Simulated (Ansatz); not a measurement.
Relaxation of a periodic cell of 20 atoms, C19O (surface graphene monolayer, adsorbate CO), to a largest force component of 0.03 eV/Å in at most 60 steps.

All numbers below come from DFT PBE, scalar-relativistic, plane waves, PAW in Ansatz. Settings: PAW set soft_1, cutoff 420 eV, k mesh 2x2x1, fermi-dirac smearing 0.05 eV, no spin polarisation.

```xyz
20
Lattice="7.3980 0.0000 0.0000 -3.6990 6.4069 0.0000 0.0000 0.0000 11.0000" Properties=species:S:1:pos:R:3:forces:R:3
C 0.000 0.000 1.000 -2.72 -1.14 -1.48
C 1.233 0.712 1.000 0.29 -0.16 1.37
C -1.233 2.136 1.000 -0.04 0.75 -0.20
C 0.000 2.847 1.000 0.15 -0.54 0.09
C -2.466 4.271 1.000 0.30 -0.16 -0.22
C -1.233 4.983 1.000 0.36 -1.30 -0.57
C 2.466 0.000 1.000 0.99 -1.48 -2.00
C 3.699 0.712 1.000 -0.69 -0.66 -0.31
C 1.233 2.136 1.000 0.32 2.84 -0.99
C 2.466 2.847 1.000 -1.20 -0.85 -0.03
C 0.000 4.271 1.000 -0.51 0.57 -0.02
C 1.233 4.983 1.000 0.03 -0.17 0.05
C 4.932 0.000 1.000 1.63 -1.00 0.09
C 6.165 0.712 1.000 0.30 -0.41 0.17
C 3.699 2.136 1.000 -0.04 1.14 0.64
C 4.932 2.847 1.000 0.84 0.23 0.01
C 2.466 4.271 1.000 0.36 0.83 0.06
C 3.699 4.983 1.000 -0.71 -0.69 -0.52
C 3.699 0.712 2.550 -0.08 0.64 0.25
O 1.233 0.237 2.370 0.42 1.55 3.60
```

Problem. Where does it end, and by what steps?

Solution. The run converged. The force dipped under the threshold on the way, but the program's further checks kept it going. Limits of this set-up: coarse k mesh, slab without dipole correction, no dispersion correction for a molecule that may bind weakly. After 22 steps the energy has fallen by 9.554 eV; O20 moved furthest, 2.55 Å. Parted: C2–O20, C8–C19. Joined: C19–O20.

```csv
step,energy less start (eV),largest force component (eV/Å),accepted
0,0.0000,3.600,yes
1,-0.9404,1.889,yes
2,-1.7158,1.495,yes
3,-2.3409,1.610,yes
4,-3.0703,2.159,yes
5,-3.9793,2.227,yes
6,-3.9907,14.197,yes
7,-5.8093,3.913,yes
8,-7.4615,3.035,yes
9,-8.5164,4.526,yes
10,-8.9682,2.670,yes
11,-9.2648,1.380,yes
12,-9.4253,0.662,yes
13,-9.5014,0.192,yes
14,-9.5338,0.101,yes
15,-9.5470,0.155,yes
16,-9.5522,0.069,yes
17,-9.5533,0.052,yes
18,-9.5489,1.011,no
19,-9.5539,0.016,yes
20,-9.5542,0.024,yes
21,-9.5541,0.054,no
22,-9.5543,0.009,yes
```

```xyz
20
Lattice="7.3980 0.0000 0.0000 -3.6990 6.4069 0.0000 0.0000 0.0000 11.0000" Properties=species:S:1:pos:R:3
C -0.013 -0.085 0.766
C 1.227 0.631 0.766
C -1.241 2.056 0.766
C -0.013 2.764 0.766
C -2.472 4.184 0.766
C -1.241 4.894 0.766
C 2.459 -0.080 0.766
C 3.686 0.629 0.766
C 1.227 2.048 0.766
C 2.459 2.759 0.766
C -0.013 4.186 0.766
C 1.227 4.902 0.766
C 4.926 -0.088 0.766
C 6.157 0.623 0.766
C 3.686 2.050 0.766
C 4.927 2.767 0.766
C 2.459 4.191 0.766
C 3.686 4.900 0.766
C 3.098 1.336 4.497
O 1.990 1.130 4.634
```

Time of the run: 52 s on 1 thread of AMD EPYC 9R45 96-Core Processor (Zen 5) (shared host), peak memory 0.67 GiB.
